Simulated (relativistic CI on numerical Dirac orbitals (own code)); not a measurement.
## Nb XXIV: what numerical and physical settings do to a radial Dirac CI calculation

Reference input:

```
atom Nb  Z=41  charge=23  electrons=18
nucleus A=93  rms_radius_fm=4.3240
hamiltonian dirac-coulomb  breit=on  qed=on  c_scale=1
orbitals kli  potential=per-configuration
slater_scale 1
correlation none
mixing on
grid step=0.0125 r_max=4.7
scf mixing=0.4 start=green max_iterations=150 tolerance=2e-08 node_fill=0.05
configurations
  [Ne] 3s2 3p6
end
```

Computed lowest total energy -3489.65746 Ha, 10 SCF steps. Runs with settings changed; * marks those that are bad on purpose:

```tsv
Changed	Outcome	Lowest level	ΔE (Ha)	First excitation (cm⁻¹)	SCF steps	Message
nuclear radius 4.7564 fm	converged	3p⁶ ¹S0	0.00954		10	
node fill of the KLI weights 0.5	converged	3p⁶ ¹S0	0.00101		10	
start potential thomas-fermi	converged	3p⁶ ¹S0	1.67e-09		9	
end of the grid at 3.29 bohr, QED terms off	converged	3p⁶ ¹S0	-1.5		10	
configuration list: repeat *	refused				0	a configuration is listed twice
iteration limit 6 *	not converged				6	SCF of 1s2 2s2 2p6 3s2 3p6 did not converge
```
